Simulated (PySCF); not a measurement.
Ga(Me)2(PH2) (C2H8GaP), SMILES [Ga]([PH2])([CH3])[CH3].

Coordinates come from a B3LYP-D3(BJ)/def2-SVP optimisation. The structure was generated by enumeration; whether it is a known compound was not checked. The values are those of a single conformer.

Method: PBE0/def2-TZVP in PySCF.

Isolated molecule, no solvent.

The total energy is -2346.80220 hartree. The highest occupied level comes out as -6.80 eV, the lowest empty level is -0.94 eV and the orbital gap is 5.86 eV. The dipole moment is 1.42 D and the quadrupole, principal values (traceless, Buckingham form, about the centre of nuclear charge) is -5.63, 0.52, 5.12 D·Å. The mean static polarisability comes out as 83.3 bohr³ (12.34 Å³). The polarisability, principal values is 62.9, 85.1, 101.9 bohr³.
